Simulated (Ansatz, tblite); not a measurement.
Cost and result up the ladder for Ge(NH2)H3 (GeNH5) (7 atoms). Charge 0, multiplicity 1. Geometry: r2SCAN-D4/def2-TZVP.

Cartesian coordinates in Å:
```
Ge 0.193 0.239 -0.625
N -0.336 -0.096 1.113
H 0.348 -0.634 1.633
H -1.218 -0.592 1.166
H 1.514 1.013 -0.539
H -0.907 1.095 -1.261
H 0.406 -1.025 -1.488
```

Ansatz on 2 threads of Intel Xeon on a shared host; xTB runs through tblite on one thread. Times are rough, summed over both states, and most runs start from the orbitals of an earlier one. CCSD(T)/def2-TZVPP serves as the yardstick here, not as an exact answer. The other state is a doublet.

The xTB rows come from tblite. HSE06 is defined as in plane-wave codes, on full-range PBE exchange. Correlated methods freeze 10 core orbitals; core or outer-core shells of Ge are correlated, in sets that lack core-valence functions.

Raw xTB energies of ions are shifted by several eV.

```csv
level,functions,wall time,vertical IE (eV),difference from CCSD(T)/def2-TZVPP (eV)
GFN2-xTB,18,0.013 s,14.39,4.52
GFN1-xTB,23,0.02 s,15.31,5.44
PBE-D4/def2-TZVP,109,3.7 s,9.60,-0.27
BHLYP-D4/def2-TZVP,109,6 s,9.67,-0.20
PBE0-D4/def2-TZVP (with forces),109,6.4 s,9.72,-0.15
HSE06-D4/def2-TZVP (with forces),109,7.2 s,9.71,-0.15
r2SCANh-D4/def2-TZVP,109,7.7 s,9.64,-0.23
r2SCAN-D4/def2-TZVP,109,8.7 s,9.61,-0.26
B97M-V/def2-TZVP,109,13 s,9.77,-0.09
ωB97X-V/def2-TZVP,109,13 s,9.89,0.02
CCSD(T)/def2-TZVPP,149,1.8 min,9.87,0.00
```
